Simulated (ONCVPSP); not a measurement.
# neon (Ne): one change to an ONCV potential, before and after

ONCVPSP 4.0.1 input, shortened (lines: element, Z, core and valence counts, functional; n l f; lmax; l rc ep ncon nbas qcut; lloc lpopt rc5 dvloc0; l nproj debl; icmod fcfact rcfact), PBE, scalar-relativistic:

```
  Ne 10.00    1    2        4      upf
    1    0    2.00
    2    0    2.00
    2    1    5.00
    2
    0    0.75    0.00    3    6    9.40
    1    1.15    0.00    4    8   15.00
    2    1.00    0.15    5   10   10.70
    4    5    0.60    0.00
    0    2    3.80
    1    3    1.80
    2    2    3.80
    4    0.65    0.00
```

Change: all radii but the core radius scaled by about 0.86 (s 0.64, p 0.98, d 0.86 bohr); local potential polynomial inside 0.52 bohr (lpopt 5, dvloc0 0 Ha).

Cutoffs: the cutoffs (Ha) at which the residual kinetic energy of the hardest occupied pseudo-wave falls to 1 and 0.1 mHa per electron; they do not see the model core or the augmentation charge, which bear on the density cutoff. Errors are all-electron minus pseudo energies relative to the spin-unpolarised reference configuration.

**Question.** How do hardness, ghosts and transferability respond?

**Answer.** The potential gets harder (76 Ha and 175 Ha → 183 Ha and 309 Ha); of the 4 tests that both files solve, the error grows in 0 and shrinks in 4 by more than 15 % and 0.3 meV (median size 24.4 → 13.5 meV); neither file shows a bound ghost. A smaller radius makes the pseudo-wave follow the all-electron one further in, where it bends more sharply, so more plane waves are needed. Less of the atom is replaced, so other configurations are described better.

| quantity | base | changed |
| --- | --- | --- |
| cutoff, loose | 76 Ha | 183 Ha |
| cutoff, tight | 175 Ha | 309 Ha |
| loose cutoff by channel | s 76 Ha, p 66 Ha | s 183 Ha, p 75 Ha |
| bound ghosts | none | none |
| GHOST(+) flags under 300 eV | none | none |
| error for 2s2 2p6, meV [ΔE -22.48 eV] | +14 | +9.8 |
| error for 2s2 2p4, meV [ΔE 43.27 eV] | +35 | +17 |
| error for 2s2 2p3, meV [ΔE 110.70 eV] | +231 | +127 |
| error for 2s2 2p5.5, meV [ΔE -13.61 eV] | +5.4 | +4.1 |
| rms error of d²Exc/dni dnj with the model core, mHa | 1.70 | 1.35 |
